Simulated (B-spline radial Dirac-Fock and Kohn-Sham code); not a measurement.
ΔSCF core binding energies without Breit or QED terms, calculated with an atomic code on a B-spline grid.

A sound run for neutral iodine in the configuration [Kr] 4d10 5s2 5p5: The ground state converged in 10 iterations, with total energy -7115.79525 Ha, virial ratio 1.94344 and highest orbital energy -10.58 eV. ΔSCF binding energies: K (1s) 33292.6 eV, L3 (2p3/2) 4574.9 eV, M5 (3d5/2) 628.4 eV.

A second run, with one unsound setting: The ground state converged in 11 iterations, with total energy -8110.08561 Ha, virial ratio 1.28745 and highest orbital energy -8.78 eV. ΔSCF binding energies: K (1s) 32925.3 eV, L3 (2p3/2) 4648.6 eV, M5 (3d5/2) 516.9 eV.

```
iter   energy (Ha)        error
   1    -8091.15508963  5.76e+00
   2    -8104.81293725  8.55e-01
   3    -8109.96210492  2.31e-01
   4    -8110.07126010  8.74e-02
   5    -8110.08448820  2.13e-02
   6    -8110.08554671  2.69e-03
   7    -8110.08559890  7.66e-04
   8    -8110.08560691  7.90e-05
   9    -8110.08560708  1.78e-05
  11    -8110.08560709  7.00e-08
```

Task: Which fault fits the second run best?
A. mesh too coarse
B. speed of light below Z
C. box too small
D. spline order too low

Result: B. The input had c_factor = 0.3181: c_factor makes c so small that Zα exceeds 1, so any numbers that come out have no meaning.
